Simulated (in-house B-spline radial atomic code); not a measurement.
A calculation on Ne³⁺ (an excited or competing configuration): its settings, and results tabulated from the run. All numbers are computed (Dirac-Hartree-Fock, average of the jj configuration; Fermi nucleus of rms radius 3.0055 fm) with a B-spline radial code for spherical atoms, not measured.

In the input, a minus or plus after the letter marks the j = l - 1/2 or j = l + 1/2 subshell.

Command:
```bash
python run_scf.py task.json out
```
Settings (nuclear radius in fm, mass in u):
```
Z                10
configuration    1s2 2s1 2p+4
hamiltonian      dirac
method           hf
spin_polarised   False
nucleus          fermi
rms_radius       3.0055
atomic_mass      19.99244
speed_of_light   137.035999084
```

Output (hartree, bohr):
```
 radial grid: 67 intervals, B-splines of order 8, outer radius 10.8108 bohr

 iter        energy (Eh)    residual
    1       -120.2409723    3.20e-01
    2       -122.9647846    7.41e-02
    3       -123.0368926    3.11e-02
    4       -123.0498268    1.34e-02
    5       -123.0526896    1.96e-03
    6       -123.0527544    1.03e-04
    7       -123.0527546    5.53e-06
    8       -123.0527546    5.18e-08

 total energy                     -123.052755
 kinetic                            123.32024
 electron-nucleus                  -279.88019
 electron-electron                   33.50719

 first-order corrections (not in the total)
   Gaunt                            0.01618
   retardation                     -0.00083
   frequency dependence            -0.00001
   self-energy                      0.01105
   Uehling                         -0.00059
   Wichmann-Kroll                   0.00000
   recoil                           0.00300

 orbital      occ     eigenvalue          <r>       <r^2>       <1/r>       r_max    small
 1s1/2      2.000      -35.83772     0.157299   0.0333372     9.64569      0.1027  1.23e-03
 2s1/2      1.000       -4.41943     0.792426    0.743785     1.83064      0.6458  1.75e-04
 2p3/2      4.000       -3.36267     0.759841      0.7174      1.7165      0.5653  1.58e-04
```

Run time, properties included: 0.27 s on 1 thread of x86-64 server CPU, with other jobs on the host.

For the Dirac Hamiltonian the kinetic term is c α·p + (β - 1)c².
